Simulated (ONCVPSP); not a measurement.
## ruthenium (Ru): one change to an ONCV potential, before and after

* Element: ruthenium
* Generator: ONCVPSP 4.0.1
* Type: optimised norm-conserving Vanderbilt (ONCV)
* Functional: PBEsol
* Relativity: scalar-relativistic
* Frozen core: [Ar] 3d10
* Valence charge: 16
* Reference configuration: 4s2 4p6 4d7 5s0.75 (charge +0.25)
* Partial waves: 4s+5s: rc 1.60 bohr, ncon 3, nbas 6, qcut 7.1 1/bohr, 3 projectors, debl 3.9 Ha; 4p: rc 1.60 bohr, ncon 4, nbas 9, qcut 9.8 1/bohr, 2 projectors, debl 3 Ha; 4d: rc 2.00 bohr, ncon 4, nbas 9, qcut 8.2 1/bohr, 1 projector
* Local potential: polynomial inside 1.55 bohr (lpopt 2, dvloc0 -1 Ha)
* Core correction: none

All-electron outer shells of the reference configuration (PBEsol, scalar-relativistic, ld1.x):

```tsv
shell	level (eV)	outermost node (bohr)	outermost maximum (bohr)
3d	-274.82	–	0.30
4s	-78.04	0.48	0.92
4p	-48.11	0.49	0.98
4d	-6.94	0.48	1.21
5s	-5.74	1.24	2.69
```

Change: p: rc 1.2; local potential polynomial inside 1.20 bohr (lpopt 2, dvloc0 -1 Ha).

Cutoffs: the cutoffs (Ha) at which the residual kinetic energy of the hardest occupied pseudo-wave falls to 1 and 0.1 mHa per electron; they do not see the model core or the augmentation charge, which bear on the density cutoff. Errors are all-electron minus pseudo energies relative to the spin-unpolarised reference configuration.

Q: How do hardness, ghosts and transferability respond?

A: The potential gets harder (26 Ha and 33 Ha → 37 Ha and 44 Ha); of the 4 tests that both files solve, the error grows in 0 and shrinks in 1 by more than 15 % and 0.3 meV (median size 1.0 → 0.8 meV); neither file shows a bound ghost. A smaller radius makes the pseudo-wave follow the all-electron one further in, where it bends more sharply, so more plane waves are needed.

```csv
quantity,base,changed
"cutoff, loose",26 Ha,37 Ha
"cutoff, tight",33 Ha,44 Ha
loose cutoff by channel,"s 19 Ha, p 26 Ha, d 21 Ha","s 19 Ha, p 37 Ha, d 21 Ha"
bound ghosts,none,none
GHOST(+) flags under 300 eV,none,none
"error for 4s2 4p6 4d7 5s1, meV [ΔE -1.25 eV]",+0.3,+0.3
"error for 4s2 4p6 4d7 5s0, meV [ΔE 6.05 eV]",-1.1,-1.0
"error for 4s2 4p6 4d6 5s0, meV [ΔE 24.23 eV]",-3.4,-1.7
"error for 4s2 4p6 4d7.5 5s0.5, meV [ΔE -1.56 eV]",-0.8,-0.6
s: phases at 1.62 bohr within 0.05 rad from the reference energy up to (Ha; the scan ends near 5),to the end of the scan,to the end of the scan
d: phases at 2.04 bohr within 0.05 rad from the reference energy up to (Ha; the scan ends near 5),1.7,1.9
```
